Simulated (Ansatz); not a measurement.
Correlation energies of H6O4SiSn (`O[Si](O)(O)[O][SnH3]`) by basis set

Z-matrix (Å, degrees):
```
Si
O 1 1.640
O 1 1.637 2 114.4
Sn 1 3.235 2 79.2 3 131.9
O 1 1.634 2 106.3 3 -116.2
O 1 1.611 2 105.4 3 120.5
H 2 0.958 1 116.9 3 75.3
H 3 0.958 1 116.0 2 85.6
H 4 1.701 1 91.1 2 65.9
H 4 1.703 1 124.8 2 -175.0
H 4 1.702 1 100.3 2 -48.1
H 5 0.958 1 116.1 2 156.7
```

The species carries charge 0 and has multiplicity 1. Correlated methods include outer-core shells of Sn, which these sets cover unevenly. Sn: def2 effective core potential. All single points use the PBE0-D4/def2-TZVP geometry. It is one conformer, not always the lowest. Frozen core, restricted reference, Ansatz.

```csv
basis,HF (Eh),MP2 corr.,CCSD corr.,(T),CCSD(T) total
def2-SVP,-805.09396,-0.94598,-0.98551,-0.02095,-806.10042
def2-TZVPP,-805.61867,-1.40076,–,–,–
def2-QZVPP,-805.64594,-1.70202,–,–,–
```
